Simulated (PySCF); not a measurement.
What settings do to a single point of Er(NO3)3

The sound run of Er(NO3)3 (singlet in the valence; each metal's 4f electrons, 11 of them, lie in its core potential, out of spins and levels) uses PySCF 2.14.0, RKS PBE0, Er lcecp-1-SVP with ECP57, O def2-SVP, N def2-SVP; non-relativistic Hamiltonian with scalar-relativistic core potentials where named; density fitting; no spin-orbit coupling, grid (50, 194), threshold 1e-8 Eh and 55 cycles, at the relaxed geometry:

```xyz
13

Er    0.0000    0.0000    0.0000
O     2.0312   -0.2413    1.0426
O     2.0312    0.2413   -1.0426
N     2.7351    0.0000    0.0000
O     3.9145    0.0000    0.0000
O    -0.8066    1.8797    1.0426
O    -1.2246    1.6384   -1.0426
N    -1.3675    2.3687    0.0000
O    -1.9572    3.3901    0.0000
O    -1.2246   -1.6384    1.0426
O    -0.8066   -1.8797   -1.0426
N    -1.3676   -2.3687    0.0000
O    -1.9573   -3.3901    0.0000
```

There Er1 has a Mulliken charge of 1.33 e and the dipole about the centre of mass is 0.00 D. Each run below changes one thing and starts from free metal ions and neutral atoms unless it says otherwise; with 55 cycles, smearing, a level shift and second-order steps follow where DIIS fails, and their cycles count. Energy shifts count from the sound run. On f atoms grids over 110 angular points are at least (60, 302).

```tsv
change	outcome	cycles	energy shift (eV)	largest force component (eV/Å)	charge on Er1 (e)	dipole about the centre of mass (D)
threshold 1e-05	converged	7	0.0000	0.04	1.33	0.00
grid (30, 86)	converged	11	0.0010	0.09	1.33	0.00
```

One further run converged with energy shift (eV) 2.99, largest force component (eV/Å) 9.93, charge on Er1 (e) 1.16, dipole about the centre of mass (D) 0.00. Which change was it?
A. start from the bare core Hamiltonian, limit 67 cycles
B. charge changed by +1, spin kept, limit 95 cycles
C. all coordinates × 0.94

C.

And the other changes listed?


```tsv
change	outcome	cycles	energy shift (eV)	largest force component (eV/Å)	charge on Er1 (e)	dipole about the centre of mass (D)
charge changed by +1, spin kept, limit 95 cycles	refused	–	–	–	–	–
start from the bare core Hamiltonian, limit 67 cycles	converged	18	0.0000	0.02	1.33	0.00
```

Forces carry noise of the integration grid, about 0.01 to 0.03 eV/Å.

An lcecp potential fixes the number of 4f electrons, so in runs with it no electron can move into or out of that shell.
